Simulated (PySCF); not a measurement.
All of these have the formula C5H7ClO2. The calculation used TDDFT PBE0/def2-SVPD, vertical, gas phase, core orbitals frozen in the response in PySCF. Geometries: GFN2-xTB; one conformer of each isolated species. Triplets are in the Tamm–Dancoff approximation.

Question: Rank by computed lowest singlet excitation energy, lowest first.
A. `O=C1CO[C@H](CCl)C1`
B. `C([C@@H]1[C@@H](C1)OC)(Cl)=O`
C. `C1[C@H](CCOC1=O)Cl`
D. `CC/C(Cl)=C\C(=O)O`

Answer: A (4.32 eV), D (4.76 eV), B (5.16 eV), C (5.57 eV).

```json
{"SMILES": "O=C1CO[C@H](CCl)C1", "S1 (eV)": "4.32", "gap (eV)": "6.51", "f (S1)": "0.000", "HOMO (eV)": "-7.44", "first f ≥ 0.01 (nm)": "181", "T1 (eV)": "3.76", "S1 mainly": "H→L (94%)"}
{"SMILES": "CC/C(Cl)=C\\C(=O)O", "S1 (eV)": "4.76", "gap (eV)": "6.11", "f (S1)": "0.000", "HOMO (eV)": "-7.83", "first f ≥ 0.01 (nm)": "222", "T1 (eV)": "3.54", "S1 mainly": "H-1→L (96%)"}
{"SMILES": "CO[C@@H]1C[C@@H]1C(=O)Cl", "S1 (eV)": "5.16", "gap (eV)": "6.83", "f (S1)": "0.001", "HOMO (eV)": "-7.90", "first f ≥ 0.01 (nm)": "185", "T1 (eV)": "4.65", "S1 mainly": "H-1→L (82%)"}
{"SMILES": "O=C1C[C@@H](Cl)CCO1", "S1 (eV)": "5.57", "gap (eV)": "7.54", "f (S1)": "0.003", "HOMO (eV)": "-8.04", "first f ≥ 0.01 (nm)": "166", "T1 (eV)": "5.03", "S1 mainly": "H→L (78%)"}
```

H and L stand for HOMO and LUMO.

- `O=C1CO[C@H](CCl)C1`: S1 has the pattern of n→π* at C=O.
- `CC/C(Cl)=C\C(=O)O`: Löwdin shares by element: HOMO carbon 52% or more, chlorine 24%, oxygen 9% or more (atoms not listed hold the other 15%); LUMO carbon 61% or more, oxygen 13% or more (atoms not listed hold the other 26%).
- `CO[C@@H]1C[C@@H]1C(=O)Cl`: Löwdin shares by element: HOMO oxygen 49% or more, carbon 30% or more (atoms not listed hold the other 21%); LUMO carbon 45% or more, oxygen 29% or more, chlorine 12%.
- `O=C1C[C@@H](Cl)CCO1`: Löwdin shares by element: HOMO oxygen 58% or more, carbon 19% or more, chlorine 10%; LUMO carbon 32% or more, chlorine 23%, oxygen 16% or more (atoms not listed hold the other 29%).
